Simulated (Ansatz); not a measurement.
Stepwise reaction of `[F][Sb]([F])[F]` with hydrogen chloride, as a gas-phase model of exchange steps in deposition or etching. ΔE in kJ/mol; ΔG adds harmonic PBE0-D4 terms to CCSD(T)/CBS, at 1 bar.

Isolated molecules relaxed with PBE0-D4/def2-TZVP in Ansatz; ΔE leaves out vibrations. CCSD(T)/CBS is the MP2 limit (def2-TZVPP, def2-QZVPP) plus CCSD(T) − MP2 in def2-TZVPP, frozen cores. This one scheme is used for every species. Functionals use def2-TZVPP. B3LYP here is the variant with VWN-RPA as its local correlation; programs differ in this. Elements past krypton have def2 core potentials. For Sb outer-core shells are correlated without core-valence functions, which leaves a few kJ/mol of doubt a bond.

```json
{"step": "1", "reaction": "`[F][Sb]([F])[F]` + HCl → `[F][Sb]([F])[Cl]` + H–F", "PBE-D4": "-12.0", "B3LYP-D4": "-9.8", "ωB97M-V": "-6.6", "CCSD(T)/CBS": "-11.3", "ΔG(500 K)": "-10.0"}
{"step": "2", "reaction": "`[F][Sb]([F])[Cl]` + HCl → `[F][Sb]([Cl])[Cl]` + H–F", "PBE-D4": "-15.1", "B3LYP-D4": "-13.4", "ωB97M-V": "-10.0", "CCSD(T)/CBS": "-16.0", "ΔG(500 K)": "-9.9"}
```

Give the row of step 3, `[F][Sb]([Cl])[Cl]` + HCl → `[Cl][Sb]([Cl])[Cl]` + H–F. (An estimate is asked.)

The calculation gave: 
| step | reaction | PBE-D4 | B3LYP-D4 | ωB97M-V | CCSD(T)/CBS | ΔG(500 K) |
| --- | --- | --- | --- | --- | --- | --- |
| 3 | `[F][Sb]([Cl])[Cl]` + HCl → `[Cl][Sb]([Cl])[Cl]` + H–F | -18.1 | -16.9 | -13.5 | -20.5 | -9.8 |

By hand: ΔE of the 3 steps together at CCSD(T)/CBS.

(-11.3) + (-16.0) + (-20.5) = -47.8 kJ/mol, or -15.9 kJ/mol a step.

In ΔE each step is lower than the one before. All are downhill at CCSD(T)/CBS. ΔG lies between -10.0 and -9.8 kJ/mol a step. PBE-D4 differs from CCSD(T)/CBS by -0.7 to 2.4 kJ/mol a step. Isolated molecules leave out the surface, adducts and barriers. Largest T1 diagnostic: 0.015.
